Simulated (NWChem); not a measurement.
System: CH₄ClFSi; SMILES C[Si@@H](F)Cl

Input file for NWChem:

```
start job
memory heap 200 mb stack 900 mb global 1100 mb
geometry units angstroms noautosym nocenter noautoz
  C     -1.352899    -1.369824    -0.270048
  Si     0.098997    -0.402503     0.379438
  F      1.470177    -0.943517    -0.330739
  Cl    -0.117807     1.599858    -0.116257
  H     -1.429439    -1.258995    -1.370078
  H     -1.242326    -2.446936    -0.030338
  H     -2.295918    -1.003851     0.183316
  H      0.292261    -0.501382     1.858548
end
basis spherical
  C library def2-svp
  Si library def2-svp
  F library def2-svp
  Cl library def2-svp
  H library def2-svp
end
dft
  xc m06-2x
  iterations 150
end
cosmo
  do_cosmo_smd true
  solvent cychexon
end
task dft energy
```

Excerpt of the output:

```
             Northwest Computational Chemistry Package (NWChem) 7.3.0
             --------------------------------------------------------

                             Geometry "geometry" -> ""
                             -------------------------

 Output coordinates in angstroms (scale by  1.889725989 to convert to a.u.)

  No.       Tag          Charge          X              Y              Z
 ---- ---------------- ---------- -------------- -------------- --------------
    1 C                    6.0000    -1.35289900    -1.36982400    -0.27004800
    2 Si                  14.0000     0.09899700    -0.40250300     0.37943800
    3 F                    9.0000     1.47017700    -0.94351700    -0.33073900
    4 Cl                  17.0000    -0.11780700     1.59985800    -0.11625700
    5 H                    1.0000    -1.42943900    -1.25899500    -1.37007800
    6 H                    1.0000    -1.24232600    -2.44693600    -0.03033800
    7 H                    1.0000    -2.29591800    -1.00385100     0.18331600
    8 H                    1.0000     0.29226100    -0.50138200     1.85854800

 Effective nuclear repulsion energy (a.u.)     220.7894756354

                                 NWChem DFT Module
                                 -----------------

 Summary of "ao basis" -> "ao basis" (spherical)
 ------------------------------------------------------------------------------
       Tag                 Description            Shells   Functions and Types
 ---------------- ------------------------------  ------  ---------------------
 C                          def2-svp                 6       14   3s2p1d
 Si                         def2-svp                 8       18   4s3p1d
 F                          def2-svp                 6       14   3s2p1d
 Cl                         def2-svp                 8       18   4s3p1d
 H                          def2-svp                 3        5   2s1p

 in cosmo_initialize ...
 calling solv_data for solv:cychexon

 solvent parameters
 solvname_short: cychexon
 solvname_long:  cyclohexanone
 dielec:       15.6190
 dielecinf:     2.1045
 nonaqueous SMD model solvent descriptors
 dielec:       15.6190
 sola:          0.0000
 solb:          0.5600
 solc:          0.0000
 solg:         49.7600
 solh:          0.0000
 soln:          1.4507

[...]

                                COSMO-SMD solvation results
                                ---------------------------

             internal energy in gas <Psi(g)|H|Psi(g)> =      -889.738974863898
         internal energy in solvent <Psi(s)|H|Psi(s)> =      -889.738358157657
                               delta internal energy  =         0.000616706241 (    0.39 kcal/mol)
   total free energy in solvent <Psi(s)|H+V/2|Psi(s)> =      -889.744065784578
 polarization energy contribution <Psi(s)|V/2|Psi(s)> =        -0.005707626920 (   -3.58 kcal/mol)
    total free energy in solvent including G(SMD-CDS) =      -889.743969286028
                       G(SMD-CDS) energy contribution =         0.000096498549 (    0.06 kcal/mol)
     1 M fixed-concentration free energy of solvation =        -0.004994422130 (   -3.13 kcal/mol)

                       DFT Final Molecular Orbital Analysis
                       ------------------------------------

 Vector   23  Occ=2.000000D+00  E=-4.182340D-01
              MO Center= -3.6D-01,  3.2D-01, -7.8D-02, r^2= 3.4D+00
   Bfn.  Coefficient  Atom+Function         Bfn.  Coefficient  Atom+Function
  ----- ------------  ---------------      ----- ------------  ---------------
    59      0.348827  4 Cl pz                57      0.279249  4 Cl px
    56      0.260718  4 Cl pz                 4     -0.229920  1 C  px
    54      0.208086  4 Cl px                53      0.150750  4 Cl pz
     6     -0.137118  1 C  pz                22      0.133124  2 Si px
    36      0.120890  3 F  px                51      0.120322  4 Cl px

 Vector   24  Occ=2.000000D+00  E=-3.955238D-01
              MO Center= -9.8D-02,  1.3D+00, -6.2D-02, r^2= 1.8D+00
   Bfn.  Coefficient  Atom+Function         Bfn.  Coefficient  Atom+Function
  ----- ------------  ---------------      ----- ------------  ---------------
    57      0.487297  4 Cl px                59     -0.382365  4 Cl pz
    54      0.354815  4 Cl px                56     -0.280688  4 Cl pz
    51      0.204989  4 Cl px                53     -0.161925  4 Cl pz
    37      0.082653  3 F  py                80      0.080296  8 H  s
     5      0.078311  1 C  py                81      0.074737  8 H  s

 Vector   25  Occ=2.000000D+00  E=-3.689702D-01
              MO Center= -3.5D-01,  1.5D-01,  2.0D-01, r^2= 3.7D+00
   Bfn.  Coefficient  Atom+Function         Bfn.  Coefficient  Atom+Function
  ----- ------------  ---------------      ----- ------------  ---------------
    59      0.339440  4 Cl pz                57      0.261166  4 Cl px
    56      0.243165  4 Cl pz                80     -0.227000  8 H  s
     4      0.219668  1 C  px                54      0.187327  4 Cl px
    81     -0.179324  8 H  s                  5      0.170544  1 C  py
     3      0.168763  1 C  s                  7      0.156502  1 C  px

 Vector   26  Occ=0.000000D+00  E= 7.763706D-02
              MO Center= -2.7D-02, -4.0D-01,  5.3D-01, r^2= 3.4D+00
   Bfn.  Coefficient  Atom+Function         Bfn.  Coefficient  Atom+Function
  ----- ------------  ---------------      ----- ------------  ---------------
    25      0.992516  2 Si px                26     -0.561448  2 Si py
    35     -0.489092  3 F  s                 27     -0.368415  2 Si pz
    50      0.322412  4 Cl s                  3      0.269404  1 C  s
    81      0.235287  8 H  s                 58     -0.214300  4 Cl py
    57     -0.208202  4 Cl px                22      0.206865  2 Si px

[...]
```

Level: M06-2X/def2-SVP, SMD on the gas-phase geometry. The geometry was optimised at PBE-D3(BJ)/def2-SVP. Solvent: cyclohexanone.
